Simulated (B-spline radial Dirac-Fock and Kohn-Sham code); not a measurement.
Ta²⁺: photoemission with 160 eV photons

System: tantalum as Ta²⁺, [Xe] 4f14 5d3.

The run's input, task.json:

```json
{"items": [{
  "Z": 73,
  "q": 2,
  "cfg": [[1, 0, 2], [2, 0, 2], [2, 1, 6], [3, 0, 2], [3, 1, 6], [3, 2, 10], [4, 0, 2], [4, 1, 6], [4, 2, 10], [4, 3, 14], [5, 0, 2], [5, 1, 6], [5, 2, 3]],
  "A": 181,
  "rrms": 5.3507,
  "do": ["binding", "quiet", "photo", "scan"],
  "hv": [43.2, 56.4, 80, 100, 160.0, 223.0, 300, 400, 1486.9, 1770.0, 19700.0, 40000, 59318.2, 67800.0, 100000, 184000.0]
}]}
```

Run with: `python xray_run.py task.json out`

Model: the independent-particle Dirac-Slater model, thresholds from Dirac-Fock. Program: a radial finite-basis atomic code. The asymmetry parameter β is from the dipole term alone. Kinetic energies are from the vacuum level. Open shells are spread statistically over j, without multiplet splitting.

The last column is dσ/dΩ = σ/(4π) · [1 + β P₂(cos θ)] at θ = 0° from the polarisation vector of linearly polarised light.

```csv
subshell,electrons,binding (eV),kinetic (eV),σ (kb),β,dσ/dΩ (kb/sr)
4f5/2,6,48.23,111.8,2710,0.30,280
4f7/2,8,46.35,113.6,?,?,?
5s,2,99.54,60.46,73.7,1.53,14.8
5p1/2,2,67.97,92.03,70.8,0.26,7.12
5p3/2,4,59.18,100.8,157,-0.23,9.63
5d3/2,1.2,22.67,137.3,9.86,1.07,1.63
5d5/2,1.8,22.11,137.9,13.2,0.57,1.65
```

**Question.** What are σ and β for 4f7/2?

**Answer.** σ = 3720 kb, the largest of all subshells and 55 % of the total, and β = 0.30, which gives dσ/dΩ = 384 kb/sr.

At such low photon energies correlation between channels can change these cross sections by tens of per cent.

Values without a named source are computed, but for edge energies of neutral atoms, which are taken from tables.
